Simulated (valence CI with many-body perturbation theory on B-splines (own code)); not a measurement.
## Tm64+: calculated level list

Computed by relativistic CI+MBPT: three valence electrons over a frozen Dirac-Fock core [He], a basis of 11 s, 11 p, 10 d, 8 f, 5 g, 2 h functions for each j, with the one-electron correlation potential Σ1 (screened to all orders), the two-electron term Σ2, the three-electron term Σ3, Breit, model QED; selected single and double excitations, second order for the rest, scaled by the run's own slope (own B-spline code, finite nucleus).

The last digits are not significant, and no measured levels were compared; by estimate large intervals hold to a few tenths of a per cent, small ones and those within an open d or f shell to about a per cent.

Levels 136 to 165 of 165, with energies above the lowest level, (2s^2 2p1/2) J=1/2. "Leading %" is the weight of the configuration and term that name the level; weights of strongly mixed levels are sums over their largest components and can fall short. In the jj column 3d3/2^4 stands for four electrons in 3d with j = 3/2.

| No. | Configuration | Term | J | E (× 10³ cm⁻¹) | Leading % | g | Second component | Leading jj |
| --- | --- | --- | --- | --- | --- | --- | --- | --- |
| 136 | 2s2p4p | ⁴P | 1/2 | 99988 | 42 | 1.775 | 19 % 2s2p4p ²S | 2s 2p1/2 4p1/2 (100 %) |
| 137 | 2s²4f | ²F° | 5/2 | 100060 | 98 | 0.849 |  | 2s^2 4f5/2 (98 %) |
| 138 | 2s²4f | ²F° | 7/2 | 100200 | 98 | 1.136 |  | 2s^2 4f7/2 (98 %) |
| 139 | 2s2p4p | ⁴P | 3/2 | 100740 | 30 | 1.363 | 27 % 2s2p4p ⁴D | 2s 2p1/2 4p3/2 (100 %) |
| 140 | 2s2p4d | ⁴F° | 3/2 | 100890 | 59 | 0.684 | 15 % 2s2p4d ²D° | 2s 2p1/2 4d3/2 (100 %) |
| 141 | 2s2p4p | ²P | 1/2 | 100990 | 45 | 1.334 | 19 % 2s2p4p ²S | 2s 2p1/2 4p3/2 (98 %) |
| 142 | 2s2p4p | ⁴D | 5/2 | 100990 | 42 | 1.321 | 40 % 2s2p4p ²D | 2s 2p1/2 4p3/2 (100 %) |
| 143 | 2s2p4p | ²D | 3/2 | 101000 | 40 | 1.282 | 24 % 2s2p4p ²P | 2s 2p1/2 4p3/2 (100 %) |
| 144 | 2s2p4d | ⁴F° | 5/2 | 101130 | 48 | 1.013 | 25 % 2s2p4d ²F° | 2s 2p1/2 4d3/2 (94 %) |
| 145 | 2s2p4d | ²P° | 3/2 | 101170 | 26 | 1.058 | 24 % 2s2p4d ²D° | 2s 2p1/2 4d3/2 (99 %) |
| 146 | 2s2p4d | ⁴D° | 1/2 | 101180 | 53 | 0.443 | 40 % 2s2p4d ²P° | 2s 2p1/2 4d3/2 (99 %) |
| 147 | 2s2p4d | ⁴P° | 5/2 | 101220 | 28 | 1.238 | 26 % 2s2p4d ²F° | 2s 2p1/2 4d5/2 (95 %) |
| 148 | 2s2p4f | ⁴G | 5/2 | 101290 | 44 | 0.841 | 19 % 2s2p4f ⁴F | 2s 2p1/2 4f5/2 (100 %) |
| 149 | 2s2p4f | ⁴F | 7/2 | 101430 | 26 | 1.142 | 24 % 2s2p4f ⁴D | 2s 2p1/2 4f7/2 (100 %) |
| 150 | 2s2p4d | ²F° | 7/2 | 101450 | 40 | 1.228 | 36 % 2s2p4d ⁴F° | 2s 2p1/2 4d5/2 (100 %) |
| 151 | 2s2p4d | ²F° | 5/2 | 101480 | 39 | 1.148 | 26 % 2s2p4d ²D° | 2s 2p1/2 4d5/2 (99 %) |
| 152 | 2s2p4d | ²P° | 3/2 | 101480 | 38 | 1.124 | 32 % 2s2p4d ²D° | 2s 2p1/2 4d5/2 (99 %) |
| 153 | 2s2p4f | ²G | 7/2 | 101540 | 39 | 0.985 | 32 % 2s2p4f ⁴G | 2s 2p1/2 4f5/2 (100 %) |
| 154 | 2s2p4f | ⁴G | 5/2 | 101550 | 31 | 0.915 | 27 % 2s2p4f ²F | 2s 2p1/2 4f5/2 (100 %) |
| 155 | 2s2p4f | ⁴F | 3/2 | 101550 | 48 | 0.663 | 40 % 2s2p4f ²D | 2s 2p1/2 4f5/2 (100 %) |
| 156 | 2s2p4f | ²G | 9/2 | 101680 | 41 | 1.176 | 33 % 2s2p4f ⁴G | 2s 2p1/2 4f7/2 (100 %) |
| 157 | 2s2p4f | ⁴D | 7/2 | 101690 | 31 | 1.138 | 29 % 2s2p4f ²G | 2s 2p1/2 4f7/2 (100 %) |
| 158 | 2s2p4f | ²D | 5/2 | 101690 | 40 | 1.081 | 28 % 2s2p4f ²F | 2s 2p1/2 4f7/2 (100 %) |
| 159 | 2p²4s | ⁴P | 1/2 | 101740 | 45 | 1.987 | 30 % 2p²4s ²S | 2p1/2^2 4s (96 %) |
| 160 | 2p²4p | ²P° | 1/2 | 101950 | 46 | 0.655 | 38 % 2p²4p ⁴D° | 2p1/2^2 4p1/2 (97 %) |
| 161 | 2p²4p | ²P° | 3/2 | 103040 | 35 | 1.327 | 19 % 2p²4p ⁴D° | 2p1/2^2 4p3/2 (98 %) |
| 162 | 2p²4d | ²D | 3/2 | 103170 | 42 | 0.791 | 32 % 2p²4d ⁴F | 2p1/2^2 4d3/2 (98 %) |
| 163 | 2p²4d | ²D | 5/2 | 103500 | 36 | 1.194 | 18 % 2p²4d ⁴D | 2p1/2^2 4d5/2 (98 %) |
| 164 | 2p²4f | ²F° | 5/2 | 103560 | 41 | 0.849 | 29 % 2p²4f ⁴G° | 2p1/2^2 4f5/2 (98 %) |
| 165 | 2p²4f | ²F° | 7/2 | 103700 | 37 | 1.136 | 17 % 2p²4f ²G° | 2p1/2^2 4f7/2 (98 %) |
